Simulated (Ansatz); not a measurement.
Geometry optimisation, RKS B3LYP/6-31G in Ansatz.

input.yaml

```yaml
crystal:
  periodic: [false, false, false]
  atoms:
    - { symbol: Si, position_ang: [0.0, 0.0, 0.0] }
    - { symbol: H, position_ang: [0.0, 0.0, 1.46] }
    - { symbol: F, position_ang: [1.4994, 0.0, -0.5295] }
    - { symbol: C, position_ang: [-0.8808, 1.5259, -0.6227] }
    - { symbol: H, position_ang: [-1.9334, 1.2723, -0.8671] }
    - { symbol: H, position_ang: [-0.8624, 2.3106, 0.1622] }
    - { symbol: H, position_ang: [-0.3704, 1.9025, -1.5336] }
    - { symbol: C, position_ang: [-0.8808, -1.5259, -0.6227] }
    - { symbol: H, position_ang: [-1.3804, -2.0377, 0.2261] }
    - { symbol: H, position_ang: [-1.6409, -1.2332, -1.3768] }
    - { symbol: H, position_ang: [-0.1449, -2.2146, -1.0879] }
basis:
  gaussian: { orbitals: "6-31G" }
hamiltonian:
  xc: b3lyp
relax:
  f_tol: 0.02
  max_steps: 40
output:
  orbitals: {}
```

Command:

```bash
$ ansatz run input.yaml --threads 1 --pin off --max-ram 2048MiB --backend cpu --events-out ev --progress --plain --runs-dir out
```

Q: Where does it end, and by what steps?

A: The forces met the threshold. The force dipped under the threshold on the way, but the program's further checks kept it going. Limits of this set-up: no polarisation functions. After 13 steps the energy has fallen by 0.436 eV; H10 moved furthest, 0.92 Å.

```
step  energy less start (eV)  largest force component (eV/Å)  accepted
   0                  0.0000                           4.128       yes
   1                 -0.2684                           2.171       yes
   2                 -0.3647                           0.410       yes
   3                 -0.3934                           0.094       yes
   4                 -0.3900                           0.635        no
   5                 -0.4055                           0.042       yes
   6                 -0.4138                           0.147       yes
   7                 -0.4183                           0.384       yes
   8                 -0.4313                           0.129       yes
   9                 -0.3062                           0.905        no
  10                 -0.4357                           0.007       yes
  11                 -0.4360                           0.048       yes
  12                 -0.4354                           0.098        no
  13                 -0.4361                           0.009       yes
```

```xyz
11
Properties=species:S:1:pos:R:3
Si -0.028 -0.001 -0.003
H 0.097 -0.092 1.493
F 1.569 0.112 -0.607
C -0.966 1.567 -0.515
H -1.989 1.538 -0.123
H -0.478 2.466 -0.129
H -1.019 1.649 -1.606
C -0.820 -1.571 -0.717
H -1.837 -1.690 -0.325
H -0.878 -1.515 -1.809
H -0.245 -2.463 -0.452
```

Run time: 39 s on 1 thread of Arm Neoverse V1, with other jobs on the host, peak memory 0.13 GiB.
